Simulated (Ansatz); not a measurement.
Ansatz (a first-principles code) input:

Ansatz 0.2 input:
```yaml
crystal:
  periodic: [false, false, false]
  atoms:
    - {symbol: C, position_ang: [-1.55162713, 0.06572842, -0.02812735]}
    - {symbol: C, position_ang: [-0.14645264, -0.39478788, -0.11343163]}
    - {symbol: C, position_ang: [1.07690063, 0.18868366, -0.61610607]}
    - {symbol: O, position_ang: [0.81209283, -0.06544141, 0.80900177]}
    - {symbol: H, position_ang: [-2.05276293, -0.39294038, 0.82583086]}
    - {symbol: H, position_ang: [-2.09595804, -0.20250533, -0.93357936]}
    - {symbol: H, position_ang: [-1.59930526, 1.15659823, 0.09645479]}
    - {symbol: H, position_ang: [1.13582617, 1.24653217, -0.86063746]}
    - {symbol: H, position_ang: [1.84253237, -0.44189869, -1.05409270]}
basis:
  gaussian:
    orbitals: aug-cc-pVDZ
magnetization: {spin_polarized: true, initial_magnetization: 1}
correlation: {method: ccsd_t, electrons: outside_noble_gas}
```

Problem. Predict the final energy.

Solution. -191.96186 Eh (CCSD(T)/aug-cc-pVDZ). The basis has 137 functions.

It need not be the lowest isomer of its formula.
